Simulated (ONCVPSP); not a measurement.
**Reading a pseudo-wave (B (Z = 5))**

Columns: radius, all-electron u(r) and pseudo u(r) of the 2p shell (level -5.85 eV) of boron in the configuration [He] 2s2 2p0.75; LDA (Perdew-Zunger), scalar-relativistic, ONCV scheme, ONCVPSP 4.0.1.

```json
{"r (bohr)": "0.143", "all-electron": "0.0539", "pseudo": "0.0191"}
{"r (bohr)": "0.285", "all-electron": "0.1584", "pseudo": "0.0734"}
{"r (bohr)": "0.428", "all-electron": "0.2711", "pseudo": "0.1566"}
{"r (bohr)": "0.570", "all-electron": "0.3728", "pseudo": "0.2574"}
{"r (bohr)": "0.713", "all-electron": "0.4589", "pseudo": "0.3651"}
{"r (bohr)": "0.855", "all-electron": "0.5268", "pseudo": "0.4670"}
{"r (bohr)": "0.998", "all-electron": "0.5782", "pseudo": "0.5552"}
{"r (bohr)": "1.140", "all-electron": "0.6139", "pseudo": "0.6223"}
{"r (bohr)": "1.283", "all-electron": "0.6362", "pseudo": "0.6668"}
{"r (bohr)": "1.425", "all-electron": "0.6468", "pseudo": "0.6888"}
{"r (bohr)": "1.568", "all-electron": "0.6480", "pseudo": "0.6918"}
{"r (bohr)": "1.710", "all-electron": "0.6416", "pseudo": "0.6804"}
{"r (bohr)": "1.853", "all-electron": "0.6290", "pseudo": "0.6591"}
{"r (bohr)": "1.995", "all-electron": "0.6119", "pseudo": "0.6326"}
{"r (bohr)": "2.138", "all-electron": "0.5912", "pseudo": "0.6036"}
{"r (bohr)": "2.280", "all-electron": "0.5681", "pseudo": "0.5745"}
{"r (bohr)": "2.423", "all-electron": "0.5431", "pseudo": "0.5457"}
{"r (bohr)": "2.565", "all-electron": "0.5173", "pseudo": "0.5180"}
{"r (bohr)": "2.708", "all-electron": "0.4907", "pseudo": "0.4908"}
{"r (bohr)": "2.850", "all-electron": "0.4642", "pseudo": "0.4642"}
{"r (bohr)": "2.992", "all-electron": "0.4379", "pseudo": "0.4379"}
{"r (bohr)": "3.135", "all-electron": "0.4118", "pseudo": "0.4118"}
{"r (bohr)": "3.278", "all-electron": "0.3865", "pseudo": "0.3864"}
{"r (bohr)": "3.420", "all-electron": "0.3620", "pseudo": "0.3620"}
{"r (bohr)": "3.563", "all-electron": "0.3384", "pseudo": "0.3384"}
{"r (bohr)": "3.705", "all-electron": "0.3159", "pseudo": "0.3159"}
```

Question: How many radial nodes do the two functions have?

Answer: The all-electron 2p function has n − l − 1 = 0; the pseudo-wave has 0.

Question: At about which radius was the pseudo-wave matched?

Answer: 2.85 bohr, where the columns begin to agree (steps of 0.14 bohr).

Question: Is the pseudo-wave norm-conserving?

Answer: Yes: the ONCV scheme keeps the norm inside the radius equal to the all-electron one, which fixes the energy derivative of the logarithmic derivative at the level.
